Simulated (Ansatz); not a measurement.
Basis sets compared for In₃O₁₀H₁₁, a hydroxylated oxide cluster. Charge 0, multiplicity 1. Geometry r2SCAN-D4/def2-SVP. Ansatz on 2 threads of AMD EPYC 7R13 on a shared host and a share (18 GiB) of an NVIDIA H100 80GB HBM3; times are rough, and most runs start from earlier orbitals.

```xyz
24

In   -1.351   -1.168    0.728
In    0.926   -1.430   -1.460
In    0.190    1.680    0.315
O     0.117    2.735    2.407
O    -1.808    1.005    0.603
O     0.395    3.669    0.009
O    -2.843   -1.841    1.876
O    -1.232   -1.065   -1.420
O     0.466   -0.123    1.336
O     0.025   -2.734    0.101
O     1.501   -2.238   -3.206
O     0.792    0.817   -1.558
O     2.438   -1.007   -0.085
H    -0.754    2.552    2.790
H     0.058    3.619    1.993
H    -2.586    1.327    0.130
H     0.489    3.920   -0.919
H    -2.898   -2.804    1.792
H    -1.414   -0.190   -1.794
H     1.323   -0.554    1.013
H     0.701   -2.929    0.767
H     0.741   -2.680   -3.611
H     1.650    1.162   -1.849
H     3.074   -1.724    0.041
```

In the def2 sets In takes a core potential; there is no spin–orbit coupling. Single mean-field runs in def2-TZVP are fitted with def2-universal-jkfit.

Binding counts from free atoms (In doublet, O triplet, H doublet) in the same basis, without a counterpoise term.

| level | functions | energy (Eh) | HOMO (eV) | LUMO (eV) | binding per atom (eV) | wall time |
| --- | --- | --- | --- | --- | --- | --- |
| PBE-D4/def2-SVP | 273 | -1328.1798 | -5.81 | -2.49 | 3.64 | 6 s |
| PBE0-D4/def2-SVP | 273 | -1328.1660 | -7.58 | -1.65 | 3.50 | 5.5 s |

(1) Estimate the rows for PBE-D4/def2-TZVP (with forces), PBE0-D4/def2-TZVP.

Answers

(1) 
| level | functions | energy (Eh) | HOMO (eV) | LUMO (eV) | binding per atom (eV) | wall time |
| --- | --- | --- | --- | --- | --- | --- |
| PBE-D4/def2-TZVP (with forces) | 526 | -1329.1505 | -6.17 | -2.83 | 3.63 | 8 s |
| PBE0-D4/def2-TZVP | 526 | -1329.1245 | -7.87 | -1.97 | 3.50 | 7 s |
